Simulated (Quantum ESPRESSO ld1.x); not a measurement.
The mean radii <r> (bohr) of the occupied orbitals of an atom or ion are listed with their occupations. Calculated with ld1.x of Quantum ESPRESSO 7.5: non-relativistic Kohn-Sham, PW91, spin-unpolarised, spherical densities, point nucleus.

orbital  occ.     <r>
1s          2  0.1205
2s          2  0.6266
2p          6  0.6009
3s          1   2.209

Name the element and its charge.

Answer. Z = 13, aluminium, charge +2: Al2+ in [Ne] 3s1. The 1s radius gives Z: for a bare nucleus <r> = 1.5/Z, 0.1154 bohr for Z = 13, and screening makes it slightly larger (0.1205 here). The occupations add up to 11, and the charge is Z minus that.
